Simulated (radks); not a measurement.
Q: These are the eigenvalues of the occupied orbitals of an atom or ion with whole-number occupations (hartree). All-electron calculation, Dirac Kohn-Sham, PBE, spin-unpolarised, spherical densities, point nucleus. Program: a radial shooting solver on a logarithmic mesh with Libxc functionals.

orbital  eigenvalue
1s1/2     -1724.402
2s1/2     -290.5514
2p1/2     -275.9260
2p3/2     -253.7744
3s1/2     -72.04713
3p1/2     -65.76187
3p3/2     -61.27111
3d3/2     -50.37829
3d5/2     -49.40408
4s1/2     -22.42110
4p1/2     -19.97746
4p3/2     -18.92765
4d3/2     -14.87126
4d5/2     -14.67236
4f5/2      -9.81936
5s1/2      -9.80695
4f7/2      -9.78444

Which element is it, and in what charge state? The configuration may be excited. Open shells, if any, are shared by 2j + 1.

A: Z = 62, samarium, charge +14: Sm14+ in [Kr] 4d10 4f1 5s1. The list shows which subshells hold electrons but not how many an open one holds; the 1s level, -1724.4 hartree, gives Z - s = 58.7 by -(Z - s)^2/2, which with screening and relativity narrows Z to a few neighbours, and the depths of the outer levels then fix element, charge and occupations together.
